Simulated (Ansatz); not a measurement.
Reaction (redistribution): `CO[SiH](S)Cl` + `C[Si]S` → `CO[SiH](C)Cl` + `S[Si]S`

Program: Ansatz. Geometries: PBE0-D4/def2-TZVP. ΔE: electronic, gas phase. CCSD(T)/CBS is the MP2 limit (def2-TZVPP, def2-QZVPP) plus CCSD(T) − MP2 in def2-TZVPP, frozen cores. This one scheme is used for every species. Functionals use def2-TZVPP. Each species was taken in one conformer, which may not be the lowest.

(1) Is it downhill or uphill in electronic energy at CCSD(T)/CBS, and by how much? (Best estimate.)

(2) What do these levels give: r2SCAN-D4, r2SCAN, HF/def2-SVP, MP2/def2-TZVPP, CCSD(T)/def2-TZVPP, MP2/def2-QZVPP? (Estimate.)

Largest T1 diagnostic among the species: 0.015.

Answers

(1) Ansatz gave: Downhill: ΔE = -49.1 kJ/mol.

(2) The calculation gave: r2SCAN-D4 -52.7, r2SCAN -52.7, HF/def2-SVP -48.7, MP2/def2-TZVPP -49.5, CCSD(T)/def2-TZVPP -48.5, MP2/def2-QZVPP -49.7 kJ/mol.

Leaving LDA and LC-ωPBE aside and taking each functional with its dispersion term where it has one, the values, not all of them listed here, spread over 6.2 kJ/mol, from BLYP-D4 to ωB97X-V.
